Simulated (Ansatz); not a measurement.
CH3FSi, SMILES `F[C][SiH3]` (excited singlet) (charge 0, multiplicity 1). This singlet is an excited state, 0.15 eV above the relaxed triplet at the level frozen-core CCSD(T)/cc-pVTZ // PBE0-D3(BJ)/def2-TZVP (Ansatz, a quantum-chemistry and plane-wave program).

Cartesian coordinates (Å):
```xyz
6

F      2.1620    -0.3821     0.1789
C      1.3153     0.2451    -0.5934
Si    -0.5174     0.0342     0.0418
H     -0.7578    -0.7710     1.2720
H     -1.2201    -0.5605    -1.1257
H     -0.9820     1.4343     0.2264
```
Charge 0, spin multiplicity 1.

The restricted HF start is unstable towards unrestricted orbitals.

Give the natural occupations of the active orbitals, the CASSCF energy and the corrected energy for frozen-core fic-MRCISD+Q@CASSCF(2e,2o)/cc-pVTZ // PBE0-D3(BJ)/def2-TZVP in Ansatz.


| Item | Value |
|---|---|
| natural occupations | 1.93, 0.07 |
| CASSCF energy | -427.9294 Ha |
| corrected energy | -428.4550 Ha |
| weight of the reference | 0.888 |
